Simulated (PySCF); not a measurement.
A search over the determinants of SbBr

Unrestricted PBE0; PySCF, scalar-relativistic core potentials, basis sets Sb cc-pVTZ-PP with ECP28, Br cc-pVTZ-PP with ECP10. Outer shells of the fragments: Sb 4d10 5s2 5p3; Br 3d10 4s2 4p5.

Followed along the bond (rough minima from three points):

```csv
2Ms+1,unpaired,⟨S²⟩ at the start,R at minimum (Å),Te (eV)
3,π ↑↑,2.01,2.50,0.00
1,π ↑↓,1.01,2.50,0.29
1,none,0.00,2.49,1.17
5,"σ ↑↑, π ↑↑",6.00,none in the scan,≤ 4.19
```

Solutions found at the starting distance of 2.480 Å, counted from the lowest of them; the search is not exhaustive and high or unbound solutions are not listed, so other states can lie among these:

| 2Ms+1 | unpaired | term | E (eV) | ⟨S²⟩ | ⟨Lz²⟩ | μ (D) |
| --- | --- | --- | --- | --- | --- | --- |
| 3 | π ↑↑ | ³Σ⁻ | 0.00 | 2.01 | 0.00 | -1.76 |
| 1 | π ↑↓ | mixed | 0.29 | 1.01 | 2.02 | -1.69 |
| 1 | none | mixed | 1.17 | 0.00 | 2.01 | -1.42 |
| 3 | σ ↑, π ↑ | ³Π | 2.74 | 2.01 | 1.01 | -1.66 |
| 1 | σ ↓, π ↑ | mixed | 3.00 | 1.01 | 1.01 | -1.57 |
| 3 | π ↑↑ | mixed | 4.54 | 2.01 | 2.02 | 3.34 |
| 3 | σ ↑, π ↑ | ³Π | 4.59 | 2.01 | 1.01 | 0.87 |
| 1 | σ ↓, π ↑ | mixed | 4.84 | 1.01 | 1.01 | 1.13 |
| 5 | σ ↑↑, π ↑↑ | ⁵Σ⁻ | 4.98 | 6.00 | 0.00 | 0.30 |
| 5 | σ ↑, π ↑↑↑ | ⁵Π | 5.11 | 6.00 | 1.01 | 2.78 |

A term symbol is given only where ⟨S²⟩ and ⟨Lz²⟩ are close to those of a pure state; real π, δ and φ orbitals otherwise mix terms. A positive dipole means Sb(−)Br(+).

Spin–orbit coupling is left out. Counting both spins, an empty level lies below a filled one in some of these solutions, because spin and occupation are held.
